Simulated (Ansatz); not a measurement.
Ca3. Charge 0, multiplicity 1. Geometry relaxed at PBE0/def2-TZVP.

Cartesian coordinates in Å:
```
Ca 0.834 -0.272 2.089
Ca 0.101 2.030 -1.008
Ca -0.935 -1.758 -1.082
```

The structure comes from a short search, and lower isomers may exist.

Task: Estimate the harmonic wavenumbers at RKS PBE0/def2-TZVP (Ansatz, unscaled). Is this a minimum?

Result: 101, 101, 114 cm⁻¹. Yes, no mode is imaginary beyond noise. Zero-point energy 1.9 kJ/mol. Run time 14 s (4 threads of Arm Neoverse V2 on a shared host).
